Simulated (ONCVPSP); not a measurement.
# Logarithmic derivatives: aluminium, ONCV

aluminium, optimised norm-conserving Vanderbilt (ONCV), made with ONCVPSP 4.0.1 (Wu-Cohen, scalar-relativistic). Core [Ne], reference 3s2 3p1. Waves: 3s: rc 2.00 bohr, ncon 4, nbas 7, qcut 2.7 1/bohr, 2 projectors, debl 2.5 Ha; 3p: rc 2.65 bohr, ncon 4, nbas 8, qcut 3.2 1/bohr, 3 projectors, debl 0.7 Ha; d scattering state at 0.4 Ha: rc 2.45 bohr, ncon 3, nbas 8, qcut 4.4 1/bohr, 2 projectors, debl 2.6 Ha. Local part: polynomial inside 1.50 bohr (lpopt 5, dvloc0 2 Ha). Core correction: Teter function, fcfact 3.75, rcfact 1.45.

The phase is arctan(r·R′/R) of the radial function R(r), unwrapped; energies in Ha, scanned from -2 to 5 Ha. A pole is an energy at which the radial function vanishes at the test radius. The pseudo phase is shifted by a multiple of π to meet the all-electron one at the reference energy, and phase errors are pseudo minus all-electron; the curves can meet again beyond the range given. Levels narrower than the energy grid can be missing from the lists of poles.

```json
{"channel": "s", "radius (bohr)": "2.03", "reference energy (Ha)": "-0.28", "poles, all-electron": "1.40", "poles, pseudo": "1.39, 4.92", "unbroken range about the reference energy with phases within 0.05 rad": "below 3.3", "phase error 1 Ha above the reference energy (rad)": "-0.001"}
{"channel": "p", "radius (bohr)": "2.69", "reference energy (Ha)": "-0.10", "poles, all-electron": "0.66, 3.78", "poles, pseudo": "0.66, 3.70", "unbroken range about the reference energy with phases within 0.05 rad": "below 4.5", "phase error 1 Ha above the reference energy (rad)": "-0.000"}
{"channel": "d", "radius (bohr)": "2.49", "reference energy (Ha)": "0.40", "poles, all-electron": "1.26, 4.31", "poles, pseudo": "1.27, 4.41", "unbroken range about the reference energy with phases within 0.05 rad": "the whole range", "phase error 1 Ha above the reference energy (rad)": "+0.003"}
```

Note: no bound ghost flagged; GHOST(+) flagged for s at 132.8 eV.

Phases in the s channel:

| E (Ha) | all-electron | pseudo |
| --- | --- | --- |
| -1.98 | 1.150 | 1.146 |
| -1.80 | 1.107 | 1.104 |
| -1.62 | 1.052 | 1.049 |
| -1.44 | 0.980 | 0.976 |
| -1.26 | 0.879 | 0.876 |
| -1.08 | 0.733 | 0.730 |
| -0.90 | 0.514 | 0.511 |
| -0.72 | 0.191 | 0.189 |
| -0.54 | -0.219 | -0.220 |
| -0.36 | -0.609 | -0.609 |
| -0.18 | -0.896 | -0.896 |
| 0.00 | -1.088 | -1.088 |
| 0.18 | -1.218 | -1.219 |
| 0.36 | -1.311 | -1.311 |
| 0.54 | -1.380 | -1.380 |
| 0.72 | -1.434 | -1.434 |
| 0.90 | -1.478 | -1.478 |
| 1.08 | -1.515 | -1.516 |
| 1.26 | -1.548 | -1.548 |
| 1.44 | -1.578 | -1.578 |
| 1.62 | -1.606 | -1.606 |
| 1.80 | -1.634 | -1.634 |
| 1.98 | -1.662 | -1.662 |
| 2.16 | -1.692 | -1.692 |
| 2.34 | -1.724 | -1.724 |
| 2.52 | -1.761 | -1.762 |
| 2.70 | -1.806 | -1.807 |
| 2.88 | -1.862 | -1.866 |
| 3.06 | -1.937 | -1.949 |
| 3.24 | -2.045 | -2.076 |
| 3.42 | -2.212 | -2.298 |
| 3.60 | -2.492 | -2.731 |
| 3.78 | -2.949 | -3.424 |
| 3.96 | -3.491 | -3.973 |
| 4.14 | -3.890 | -4.260 |
| 4.32 | -4.126 | -4.421 |
| 4.50 | -4.269 | -4.528 |
| 4.68 | -4.362 | -4.610 |
| 4.86 | -4.426 | -4.686 |
